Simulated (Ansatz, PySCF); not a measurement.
hexanethiol (C6H14S), SMILES CCCCCCS. Atoms are numbered in the order given.

```xyz
21

C      0.4326    -4.3322     0.0000
C     -0.4582    -3.0910     0.0000
C      0.3292    -1.7797     0.0000
C     -0.5547    -0.5322     0.0000
C      0.2403     0.7749     0.0000
C     -0.6560     2.0099     0.0000
S      0.3829     3.5289     0.0000
H      1.0857    -4.3542    -0.8883
H     -0.1619    -5.2595     0.0000
H      1.0857    -4.3542     0.8883
H     -1.1250    -3.1127    -0.8810
H     -1.1250    -3.1127     0.8810
H      0.9964    -1.7541    -0.8813
H      0.9964    -1.7541     0.8813
H     -1.2207    -0.5560    -0.8819
H     -1.2207    -0.5560     0.8819
H      0.9026     0.8060    -0.8830
H      0.9026     0.8060     0.8830
H     -1.3032     2.0113     0.8910
H     -1.3032     2.0113    -0.8910
H     -0.6357     4.4190     0.0000
```
Charge 0, spin multiplicity 1.

Geometry optimised at B3LYP-D3(BJ)/def2-SVP. One conformer was computed; it need not be the lowest.

Vertical ionisation energy (IE) and electron affinity (EA) in eV. Rows of orbital energies are one-electron estimates. Where ΔSCF, EOM or ADC give a negative EA the extra electron is unbound and the value depends on the basis.

| level | IE | EA |
|---|---|---|
| −ε(HOMO), −ε(LUMO), M06-2X/def2-SVP (PySCF) | 7.74 | -1.90 |
| ΔSCF, CAM-B3LYP/def2-SVPD (Ansatz), final states of multiplicity 2 and 2 | 9.16 | -1.62 |

### Question
What vertical singlet–triplet gap does ΔSCF give with CAM-B3LYP/def2-SVPD (Ansatz, a quantum-chemistry and plane-wave program)? (Estimate from the structure and the level; the computed values follow.)

### Answer
5.17 eV (triplet above singlet where positive).
